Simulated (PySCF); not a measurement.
CH8O3Si2, SMILES O[SiH](O)[C@H](O)[SiH3]. Atoms are numbered in the order given.

```xyz
14

O     -0.3582     1.6106     0.9949
C     -0.5714     0.6061    -0.0062
Si    -2.1282    -0.3506     0.4926
Si     0.9637    -0.4511    -0.1813
O      2.1659     0.6947     0.0278
O      0.9351    -1.1213    -1.6995
H      0.5542     1.9215     0.8808
H     -0.7695     1.0475    -1.0114
H     -1.9148    -1.0240     1.8083
H     -2.4186    -1.3894    -0.5439
H     -3.2913     0.5771     0.6056
H      1.1463    -1.5230     0.8451
H      3.0202     0.4134     0.3729
H      1.4637    -1.9098    -1.8632
```

Geometry optimised at r2SCAN-D4/def2-SVP. The structure was generated by enumeration; whether it is a known compound was not checked. Other conformers were not sampled.

Two levels are set side by side: PBE/pcSseg-1 (PySCF) and PBE0/pcSseg-1 (PySCF). GIAO shifts against H2O (¹⁷O), TMS (²⁹Si), TMS (¹H), TMS (¹³C) at the same level; non-relativistic, no solvent, atoms listed together averaged. Differences are taken from unrounded values.

```
quantity                  PBE0    PBE  PBE minus PBE0
-----------------------  -----  -----  --------------
δ(¹⁷O) of O1 (ppm)        -0.3   12.0            12.3
δ(¹³C) of C2 (ppm)        49.7   53.8             4.2
δ(²⁹Si) of Si3 (ppm)     -67.1  -71.4            -4.3
δ(²⁹Si) of Si4 (ppm)     -15.0  -16.1            -1.1
δ(¹H) of H7 (ppm)         1.97   1.84           -0.13
δ(¹H) of H8 (ppm)         3.76   4.00            0.24
δ(¹H) of H12 (ppm)        5.30   5.58            0.28
δ(¹H) of H13, H14 (ppm)   2.45   2.41           -0.04
```

Rough cost on one machine, each run with all the roots and properties that it gave: PBE0 against PBE within a factor of 2.
